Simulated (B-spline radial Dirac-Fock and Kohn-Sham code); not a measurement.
**Subshell cross sections of P²⁺, photon energy 3160 eV**

System: the P²⁺ ion in the configuration [Ne] 3s2 3p1.

Calculated with a radial B-spline solver, using Dirac-Hartree-Slater photoionisation with all multipoles and Dirac-Fock thresholds. The asymmetry parameter β is from the dipole term alone. Kinetic energies are from the vacuum level. Open shells are spread statistically over j, without multiplet splitting.

| subshell | electrons | binding (eV) | kinetic (eV) | σ (kb) | β |
| --- | --- | --- | --- | --- | --- |
| 1s | 2 | 2180.3 | 979.7 | 47.1 | 2.00 |
| 2s | 2 | 224.3 | 2935.7 | 2.78 | 2.00 |
| 2p1/2 | 2 | 165.4 | 2994.6 | 0.453 | 0.74 |
| 2p3/2 | 4 | 164.5 | 2995.5 | 0.880 | 0.74 |
| 3s | 2 | 38.19 | 3121.8 | 0.309 | 2.00 |
| 3p1/2 | 0.33 | 29.47 | 3130.5 | 0.00730 | 0.71 |
| 3p3/2 | 0.67 | 29.40 | 3130.6 | 0.0142 | 0.71 |

Branching ratios of the spin-orbit partners (statistical value in brackets): 2p 1.94 (2.00), 3p 1.95 (2.00).
